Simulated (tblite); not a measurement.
A tight-binding relaxation on `[CH3][Ge@H]([Cl])[GeH2][CH]=O`.

Computed with GFN2-xTB geometry optimisation, gas phase (tblite 0.8.0). Start geometry: from a force field or distance geometry. A driver script takes a list of jobs; this job's settings line and coordinates (Å) are shown.

Command:
```bash
OMP_NUM_THREADS=1 python probes_run.py task.json out
```

Input:
```
{"job": {"kind": "relax", "xc": "GFN2-xTB", "basis": "xTB"}, "charge": 0, "multiplicity": 1}
C     -2.239400     0.552400     0.440000
Ge    -0.875700    -0.780100     0.014000
Cl    -0.417000    -2.007700     1.740900
Ge     1.060000     0.528600    -0.538900
C      2.685700    -0.419100    -0.174200
O      3.688700     0.122800     0.279700
H     -3.195300     0.066100     0.653400
H     -2.272300     1.229200    -0.445300
H     -1.858600     1.138000     1.316300
H     -1.292700    -1.649000    -1.187000
H      0.978200     1.821800     0.326300
H      1.044700     0.887800    -2.036200
H      2.689300    -1.490200    -0.406500
```

Output:
```
step      E/eV     max force
  0    -552.85445    2.587
  1    -552.92030    2.982
  2    -552.99459    0.428
  3    -553.02222    0.401
  4    -553.04402    0.420
  5    -553.05746    0.436
  6    -553.07206    0.428
  7    -553.08496    0.482
  8    -553.09857    0.443
  9    -553.11087    0.375
... (63 lines left out)
 73    -553.19072    0.039
 74    -553.19083    0.034
 75    -553.19092    0.022
 76    -553.19098    0.021
 77    -553.19104    0.023
 78    -553.19110    0.021
 79    -553.19115    0.067
 80    -553.19120    0.016
 81    -553.19123    0.012
 82    -553.19127    0.009
```

«max force» is the largest atomic force in eV/Å.

Task: From which step on does the largest force stay under 0.1 eV/Å, and how much energy is left to gain from there?

Result: From step 30 (0.095 eV/Å), 9.2 meV above the end.

Main results: energy lowered by 7.8 kcal/mol over 82 steps; largest atomic force 0.009 eV/Å at the end.

Hardware: one thread of an Arm Neoverse V1 (shared host). Cost: 0.61 s of wall time.
Labels such as C1 count atoms from 1, the log's own numbers from 0.
